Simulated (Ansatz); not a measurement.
Basis-set extrapolation for CH6N2OSi (`NC1(N)O[SiH2]1`) (PBE0-D4/def2-TZVP geometry, frozen core, Ansatz 0.2.0). Multiplicity 1, RHF reference.

```tsv
	def2-TZVPP	def2-QZVPP
HF	-514.131979	-514.152156
MP2 correlation	-0.948573	-1.018066
CCSD(T) correlation	-1.018452	not run
```

Energies in hartree. Use E(X) = E(∞) + A·exp(−7.88·√X) for Hartree–Fock and E(X) = E(∞) + B·X^(−2.97) for correlation, with X = 3 and 4, and add CCSD(T) minus MP2 of the smaller set to the MP2 limit.

What is the CCSD(T) energy at the basis-set limit?

HF limit: -514.152156 + (-0.020177) × 0.13774 = -514.15494. MP2 limit: -1.018066 + (-0.069493) × 0.74074 = -1.06954. Higher-order term: -1.018452 − (-0.948573) = -0.06988. Total: -515.29436 hartree, 90.3 kcal/mol below CCSD(T)/def2-TZVPP.
